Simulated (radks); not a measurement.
Spherical quantum dot in the effective-mass picture: electrons in a well V = -V0 / (1 + exp((r - R)/a)) with V0 = 15.3, R = 3.08, a = 0.28, all in effective atomic units (hartree* = m*/eps^2 hartree, bohr* = eps/m* bohr), one dielectric constant everywhere. Method: non-relativistic Kohn-Sham, PBEsol, spin-polarised, spherical densities; computed with a radial shooting solver with Libxc functionals. Levels are named by radial order and angular momentum (1s, 1p, 1d, 2s, ...), and open shells are averaged over m. Results are scaled to m* = 0.047 and eps = 4.6, for which hartree* = 60.44 meV and bohr* = 5.179 nm.

N = 24, configuration 1s2 1p6 1d10 1f(up 6, down 0). This is the lowest configuration that the search found. Occupied and some empty levels:

level,occupation,eigenvalue (meV),<r> (nm)
1s up,1,-241.67,9.746
1s down,1,-237.40,9.629
1p up,3,-220.46,10.46
1p down,3,-215.54,10.40
1d up,5,-187.01,11.03
1d down,5,-181.65,11.00
1f up,6,-143.53,11.52
1f down,0,-137.90,11.50
2s up,0,-136.26,7.754
2s down,0,-134.26,7.775
1g up,0,-91.360,11.94
1g down,0,-85.562,11.94
2p up,0,-82.445,9.083
2p down,0,-79.717,9.075
2d up,0,-21.960,10.04
2d down,0,-18.667,10.04

Energy (meV): total -11821.1, kinetic 2060.4, external -20662, Hartree 7571.2, exchange-correlation -790.84.

Electron density:

r (nm),n(r) (e/nm^3)
1.00,0.0001946
2.68,0.0003023
4.36,0.0005858
6.04,0.001151
7.72,0.001996
9.40,0.002757
11.1,0.002712
12.8,0.001625
14.4,0.0004948
16.1,0.00007246
17.8,5.996e-06
19.5,3.756e-07
21.1,2.213e-08
